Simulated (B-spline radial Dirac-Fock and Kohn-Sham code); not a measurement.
These are calculated numbers from an atomic code on a B-spline grid; the model is Dirac-Fock energy differences between relaxed states, corrected for Breit and QED terms. Free atoms and ions in their tabulated ground configurations, energies from the vacuum level.

Q: Order these levels by binding energy, lowest first.
A. Er⁶⁺ 3p1/2
B. Sm 3p3/2
C. Mo⁶⁺ 2s
D. Nb⁺ 2s
E. Tc⁷⁺ 2p1/2
F. Au⁶⁺ 3d5/2

A: B (1425.6 eV), A (2108.6 eV), F (2309.2 eV), D (2716.2 eV), E (2922.4 eV), C (2974.2 eV).
